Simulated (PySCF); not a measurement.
## Dipole moment and polarisability of `[H]/N=C(/C)c1ccccc1`

C8H9N.
Cartesian coordinates in Å at the GFN2-xTB level; atoms count from 1:
```xyz
18
C8H9N angstrom
C     -2.4904   -0.7073    0.4242
C     -1.6056    0.4640    0.1241
N     -2.1458    1.6010    0.0205
C     -0.1541    0.1951   -0.0196
C      0.3211   -0.9786   -0.6005
C      1.6805   -1.1947   -0.7336
C      2.5863   -0.2526   -0.2751
C      2.1256    0.9147    0.3104
C      0.7673    1.1400    0.4286
H     -2.6044   -1.3262   -0.4645
H     -3.4698   -0.3469    0.7243
H     -2.0583   -1.3174    1.2147
H     -1.5094    2.3649   -0.2002
H     -0.3734   -1.7188   -0.9685
H      2.0363   -2.1042   -1.1954
H      3.6475   -0.4273   -0.3725
H      2.8256    1.6522    0.6748
H      0.4122    2.0483    0.8965
```

Level: PBE0/def2-SVPD (PySCF), static field, nuclei fixed, core orbitals frozen in the response. The polarisability tensor in these axes (au):

```
x   126.99  -5.61  -3.82
y    -5.61 102.21  11.83
z    -3.82  11.83  66.91
```

Q: Give the principal values, the mean and the anisotropy Δα = √{½[(α1 − α2)² + (α2 − α3)² + (α1 − α3)²]}.

A: Principal values 63.25, 103.99 and 128.87 au; mean 98.70 au = 14.63 Å³ = 16.27 × 10⁻⁴⁰ C²·m²/J; Δα = 57.38 au (58 % of the mean).

Q: What is the dipole moment, and where does it point?

A: (2.23, -1.22, -0.12) D, 2.55 D in size, pointing from the negative to the positive side. Measured along this direction, the outermost atoms are H11 at the negative end and H16 at the positive end.

Q: Give the eigenvalues of the traceless quadrupole moment Θ = ½Σq(3rr − r²1), origin at the centre of nuclear charge.

A: -8.60, -2.19, 10.79 D·Å. The values depend on the origin, since the dipole doesn't vanish. The electronic extent ⟨r²⟩ about the same centre is 1234 bohr², a root-mean-square distance of 2.32 Å for the 64 electrons.

Q: Directions of the eigenvectors, and the extent of the frame along each?

A: Largest value along (0.96, -0.25, -0.11), where the nuclei span 6.99 Å; middle along (0.27, 0.92, 0.27), 4.53 Å; least along (0.03, -0.29, 0.96), 2.39 Å. The response follows the extents in order.

Q: Rayleigh depolarisation ratio (linearly polarised light, static tensor)?

A: ρ = 3Δα²/(45ᾱ² + 4Δα²) = 9878.3/(438399 + 13171.1) = 0.0219.

Q: Find the Langevin capture rate constant for NO+ (29.998 u) meeting this molecule (119.073 u), k = 2.342 × 10⁻⁹ cm³/s × √(α in Å³ / reduced mass in u).

A: The reduced mass is 23.96 u, so k = 1.83 × 10⁻⁹ cm³/s. The formula leaves out the permanent dipole, which adds to the capture rate.

One conformer (not necessarily the lowest) at the GFN2-xTB geometry, without solvent, vibrations or thermal averaging.

The run behind these numbers computed excited states as well. Rough CPU time on one thread of a shared machine: about 1.7 min.
